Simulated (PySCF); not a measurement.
PySCF input for MgO, SMILES [O]=[Mg], r2SCAN-D4/def2-TZVPD. Coordinates come from a r2SCAN-D4/def2-TZVPD optimisation.

```python
import numpy as np
from pyscf import gto, scf, dft, df
from pyscf.hessian import thermo

mol = gto.M(
    atom='''
    Mg    0.00000000    0.00000000   -0.69521508
    O     0.00000000    0.00000000    1.04282262
    ''',
    basis='def2-TZVPD',
    charge=0,
    spin=0,
    max_memory=1600,
    verbose=3,
)
mf = dft.RKS(mol, xc='r2scan').density_fit(auxbasis='def2-universal-jkfit')
mf.disp = 'd4'
mf.grids.level = 4
mf.conv_tol = 1e-11
mf.max_cycle = 100
mf.kernel()

# analytic Hessian; the response equations are solved on a coarser grid
h, args, fine = mf.Hessian(), (mf.mo_energy, mf.mo_coeff, mf.mo_occ), mf.grids
h.max_memory = max(150, 2.5e-5 * df.make_auxmol(mol, mf.with_df.auxbasis).nao * mol.nelec[0] * (mol.nelec[0] + mol.nao))  # MB; small integral blocks
h1ao = h.make_h1(mf.mo_coeff, mf.mo_occ)
mf.grids = dft.Grids(mol).set(level=2).build(with_non0tab=True)
mo1, mo_e1 = h.solve_mo1(*args, h1ao)
mf.grids = fine
hess = h.hess_elec(*args, mo1, mo_e1, h1ao) + h.hess_nuc()
if mf.do_disp():
    hess += h.get_dispersion()
for i in range(mol.natm):  # the analytic DFT Hessian lacks the response of the grid: restore translational invariance
    hess[i, i] -= hess[i].sum(axis=0)
hess = (hess + hess.transpose(1, 0, 3, 2)) / 2
vib = thermo.harmonic_analysis(mol, hess, imaginary_freq=False)
thermo.dump_normal_mode(mol, vib)
th = thermo.thermo(mf, vib['freq_au'][vib['freq_au'] > 0], 298.15, 101325)
thermo.dump_thermo(mol, th)
g0 = mf.nuc_grad_method().set(verbose=0).kernel()

# dipole derivatives [dipole axis, atom, xyz] from the same response
r, irp = mol.intor('int1e_r'), mol.intor('int1e_irp').reshape(3, 3, mol.nao, mol.nao)
sl, dm0, ok = mol.aoslice_by_atom(), np.array(mf.make_rdm1()), []
dmu = np.einsum('a,xt->xat', mol.atom_charges(), np.eye(3))
for a, (_, _, p0, p1) in enumerate(sl):
    dmu[:, a] += 2 * np.einsum('xtij,ij->xt', irp[:, :, :, p0:p1], dm0.reshape(-1, mol.nao, mol.nao).sum(0)[:, p0:p1])
    for u, c, occ, f in [(mo1, mf.mo_coeff, mf.mo_occ, 4)]:
        dmu[:, a] -= f * np.einsum('tui,xuv,vi->xt', u[a], r, c[:, occ > 0], optimize=True)
L = vib['norm_mode']
ir = 974.8801 * (np.einsum('xat,kat->kx', dmu, L) ** 2).sum(1)       # km/mol
apt = np.einsum('xax->a', dmu) / 3
print('mode   freq/cm-1   IR/(km/mol)')
for k, w in enumerate(vib['freq_wavenumber']):
    print(f'{k + 1:4d} {w:11.2f} {ir[k]:13.3f}')
print('max |gradient| / (hartree/bohr):', abs(g0).max())
print('APT charges:', apt.round(4))
```

It prints:

```
converged SCF energy = -275.185930879618

WARN: MGGA Hessian is sensitive to dft grids. grids.level 4 may not be dense enough.


WARN: DFTD4 does not support analytical Hessian, using finite difference.


WARN: Mole.unit (angstrom) is changed to Bohr

Mode                                 0
Irrep
Freq [cm^-1]                      831.2280
Reduced mass [au]                  18.5100
Force const [Dyne/A]                7.5352
Char temp [K]                    1195.9520
Normal mode                   x     y     z
       0  Mg                 0.00  0.00 -0.13
       1   O                 0.00  0.00  0.19
temperature 298.1500 [K]
pressure 101325.00 [Pa]
Rotational constants [GHz] inf 17.34038 17.34038
Symmetry number 1
Zero-point energy (ZPE) 0.00189 [Eh]   4971.848 [J/mol]
                           tot       elec      trans        rot        vib
Entropy [J/mol/K]       212.828      0.000    154.847     57.214      0.767
Cv [J/mol/K]             23.299      0.000     12.472      8.314      2.513
Cp [J/mol/K]             31.614      0.000     20.786      8.314      2.513
Internal energy [J/mol]                      3718.434   2478.956   5155.258
Internal energy [Eh]   -275.18161  -275.18593
Enthalpy [J/mol]                             6197.391   2478.956   5155.258
Enthalpy [Eh]          -275.18066
Gibbs free energy [J/mol]                  -39970.185 -14579.413   4926.540
Gibbs free energy [Eh] -275.20483
mode   freq/cm-1   IR/(km/mol)
   1      831.23        16.254
max |gradient| / (hartree/bohr): 0.00013720103966438684
APT charges: [ 0.7243 -0.725 ]
```

Self-consistency was reached.
